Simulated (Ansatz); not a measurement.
Several settings on one geometry of the cluster Li₇⁺ (that of the charge 1 singlet, PBE/def2-TZVP). Ansatz on 4 threads of Arm Neoverse V1 on a shared host; times are rough.

Cartesian coordinates in Å:
```
Li -2.088 -1.375 -1.127
Li 0.659 -2.662 -0.036
Li 0.883 2.494 0.718
Li -0.528 -0.146 1.157
Li 0.528 0.146 -1.157
Li 2.495 -0.269 1.105
Li -1.949 1.811 -0.660
```

Totals from different functionals, basis sets or treatments of relativity can't be compared as stabilities.

Correlated methods freeze no core orbitals; core or outer-core shells of Li are correlated, in sets that lack core-valence functions.

The spins typed aren't always the lowest for that charge.

Q: Give the basis size and estimate the energy, ⟨S²⟩ and time of these runs.

```csv
run,method,charge,state,further keys
1,RKS LDA (SPW92)/cc-pVDZ,1,singlet,scf: {lower_state_search: off}
2,RKS r2SCAN0/def2-mTZVPP,1,singlet,forces asked
3,UKS B2PLYP/def2-SVP,2,doublet,scf: {omitted_lower_state_checks: [starts]}; forces asked
```

A: 
| run | functions | energy (Eh) | ⟨S²⟩ | wall time |
| --- | --- | --- | --- | --- |
| 1 | 98 | -51.4946 | – | 0.45 s |
| 2 | 77 | -52.4289 | – | 1.8 s |
| 3 | 63 | -52.0044 | 0.83 | 9.5 s |

The restricted singlet is unstable towards broken spin symmetry in Hartree–Fock (as tested in another run); at RKS LDA (SPW92)/cc-pVDZ, RKS r2SCAN0/def2-mTZVPP this wasn't settled. At UKS B2PLYP/def2-SVP the charge 2 doublet is spin-contaminated (final ⟨S²⟩ up to 0.83, 0.75 for a pure state).
